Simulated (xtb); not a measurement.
C$_{2}$H$_{4}$N$_{3}$ (SMILES c1n[nH]c[nH+]1), charge +1, singlet, at a GFN2-xTB geometry. Base run: GFN2-xTB run with xtb.

Geometry (Å):
```xyz
9

C     -0.7244    -0.8729    -0.0913
N      0.5576    -1.0371    -0.1526
N      1.0905     0.1697    -0.0118
C      0.1517     1.0904     0.1375
N     -1.0167     0.4485     0.0901
H     -1.4440    -1.6642    -0.1721
H      2.1004     0.2838    -0.0284
H      0.2997     2.1464     0.2706
H     -1.9391     0.8610     0.1726
```
Charge +1, spin multiplicity 1.
All else is at xtb's defaults.
Base energy -14.64218 Eh.

The base run was repeated with changes; each row names its change, and settings that it needs were set with it.

```tsv
change	ΔE vs base (kcal/mol)	HOMO-LUMO gap (eV)	G_solv (kcal/mol)	SCF cycles
base	0.000	4.30	-	11
acc = 0.0001	0.000	4.30	-	17
acc = 1000	0.009	4.30	-	5
alpb = chcl3	-53.19	4.44	-53.52	10
gbsa = toluene	-37.96	4.31	-38.38	11
acc = 0.1	0.000	4.30	-	12
etemp = 5000	-0.296	4.34	-	11
etemp = 3000	-0.006	4.30	-	11
```

ALPB and GBSA are two models with their own fitted parameters for each solvent, which aren't always the measured dielectric constant.
